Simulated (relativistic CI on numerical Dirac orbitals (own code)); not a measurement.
# How well does a small relativistic CI reproduce Ni IV?

Computed by Dirac-Coulomb-Breit CI, separate exchange-only KLI orbitals for each configuration, model QED, valence Slater integrals scaled by 0.85, P86 correlation energy added to each configuration (own radial code, finite nucleus).

Configurations in the expansion (outside the closed core [Ne] 3s2): 3p6 3d7, 3p6 3d6 4s, 3p6 3d6 4p, 3p6 3d6 4d, 3p6 3d6 5s, 3p6 3d5 4s2, 3p6 3d6 5p, 3p5 3d8, 3p6 3d6 4f, 3p6 3d6 5d, 3p6 3d5 4s 4p, 3p6 3d6 5g, 3p4 3d9. Levels of other configurations are missing.

| Configuration | Term (tabulated) | J | Measured (cm⁻¹) | Computed | Error | Purity (%) |
| --- | --- | --- | --- | --- | --- | --- |
| 3p6 3d7 | 4F | 9/2 | 0.0 | 0 | 0 | 99 |
| 3p6 3d7 | 4F | 7/2 | 1189.7 | 1148 | -42 | 100 |
| 3p6 3d7 | 4F | 5/2 | 2042.5 | 1969 | -73 | 100 |
| 3p6 3d7 | 4F | 3/2 | 2621.1 | 2525 | -96 | 99 |
| 3p6 3d7 | 4P | 5/2 | 18118.6 | 17090 | -1028 | 99 |
| 3p6 3d7 | 4P | 3/2 | 18366.8 | 17386 | -981 | 94 |
| 3p6 3d7 | 4P | 1/2 | 18958.4 | 17921 | -1037 | 97 |
| 3p6 3d7 | 2G | 9/2 | 19829.6 | 19055 | -775 | 97 |
| 3p6 3d7 | 2G | 7/2 | 20947.6 | 20122 | -826 | 100 |
| 3p6 3d7 | 2P | 3/2 | 23648.9 | 23055 | -594 | 76 |
| 3p6 3d7 | 2P | 1/2 | 24651.4 | 24281 | -371 | 98 |
| 3p6 3d7 | 2H | 11/2 | 26649.1 | 26062 | -588 | 100 |
| 3p6 3d7 | 2D2 | 5/2 | 27096.5 | 24961 | -2136 | 99 |
| 3p6 3d7 | 2H | 9/2 | 27677.6 | 27042 | -636 | 98 |
| 3p6 3d7 | 2D2 | 3/2 | 28777.7 | 26860 | -1918 | 81 |
| 3p6 3d7 | 2F | 5/2 | 43437.5 | 41931 | -1507 | 99 |
| 3p6 3d7 | 2F | 7/2 | 43858.6 | 42339 | -1520 | 99 |
| 3p6 3d7 | 2D1 | 3/2 | 67360.0 | 62683 | -4677 | 99 |
| 3p6 3d7 | 2D1 | 5/2 | 67989.8 | 63361 | -4629 | 99 |
| 3p6 3d6 4s | 6D | 9/2 | 110410.6 | 111725 | 1315 | 100 |
| 3p6 3d6 4s | 6D | 7/2 | 111195.8 | 112494 | 1299 | 100 |
| 3p6 3d6 4s | 6D | 5/2 | 111763.3 | 113053 | 1290 | 100 |
| 3p6 3d6 4s | 6D | 3/2 | 112151.9 | 113436 | 1284 | 100 |
| 3p6 3d6 4s | 6D | 1/2 | 112379.3 | 113660 | 1281 | 100 |
| 3p6 3d6 4s | 4D | 7/2 | 120909.5 | 122603 | 1694 | 99 |
| 3p6 3d6 4s | 4D | 5/2 | 121807.7 | 123488 | 1681 | 100 |
| 3p6 3d6 4s | 4D | 3/2 | 122386.1 | 124061 | 1675 | 99 |
| 3p6 3d6 4s | 4D | 1/2 | 122717.4 | 124390 | 1673 | 99 |
| 3p6 3d6 4s | 4P | 5/2 | 138446.2 | 140549 | 2102 | 99 |
| 3p6 3d6 4s | 4H | 13/2 | 139289.4 | 138247 | -1042 | 100 |
| 3p6 3d6 4s | 4H | 11/2 | 139619.2 | 138584 | -1035 | 98 |
| 3p6 3d6 4s | 4H | 9/2 | 139886.7 | 138868 | -1019 | 97 |
| 3p6 3d6 4s | 4H | 7/2 | 140140.9 | 139108 | -1032 | 97 |
| 3p6 3d6 4s | 4P | 3/2 | 140343.0 | 142415 | 2072 | 96 |
| 3p6 3d6 4s | 4F | 9/2 | 141220.3 | 141835 | 614 | 91 |
| 3p6 3d6 4s | 4P | 1/2 | 141561.2 | 143582 | 2021 | 98 |
| 3p6 3d6 4s | 4F | 7/2 | 141577.2 | 142202 | 625 | 92 |
| 3p6 3d6 4s | 4F | 5/2 | 141832.0 | 142494 | 662 | 95 |
| 3p6 3d6 4s | 4F | 3/2 | 142023.5 | 142720 | 697 | 99 |
| 3p6 3d6 4s | 2P | 3/2 | 145192.1 | 147535 | 2343 | 95 |
| 3p6 3d6 4s | 4G | 7/2 | 146061.5 | 145677 | -385 | 90 |
| 3p6 3d6 4s | 4G | 5/2 | 146153.8 | 145775 | -379 | 93 |
| 3p6 3d6 4s | 2F | 7/2 | 147635.9 | 148431 | 795 | 89 |
| 3p6 3d6 4s | 2F | 5/2 | 148358.2 | 149213 | 854 | 97 |
| 3p6 3d6 4s | 2G | 9/2 | 151574.7 | 151367 | -207 | 97 |
| 3p6 3d6 4s | 2G | 7/2 | 152343.7 | 152189 | -155 | 93 |
| 3p6 3d6 4s | 4D | 7/2 | 153533.6 | 154038 | 504 | 99 |
| 3p6 3d6 4s | 2D | 3/2 | 159498.5 | 160290 | 792 | 99 |
| 3p6 3d6 4s | 2D | 5/2 | 159818.4 | 160525 | 706 | 99 |
| 3p6 3d6 4p | 6D° | 7/2 | 175869.1 | 176146 | 276 | 96 |
| 3p6 3d6 4p | 6D° | 1/2 | 176749.0 | 177037 | 288 | 99 |

Measured levels from Corliss and Sugar, J. Phys. Chem. Ref. Data 10, 197 (1981); pairs were made by configuration, J and term (by order where the table uses no LS term), so strongly mixed levels may be paired wrongly. Some J values or terms of the table were assigned by a fit.

Mean error by configuration (cm⁻¹): 3p6 3d7 -1302; 3p6 3d6 4s 757; 3p6 3d6 4p 282. Over the excited levels the mean absolute error is 1145 cm⁻¹ (50 of the 54 excited levels that our extract of the source holds in range could be paired, and the others can miss by more), and the median relative error of those above 1,000 cm⁻¹ is 1.4 %.
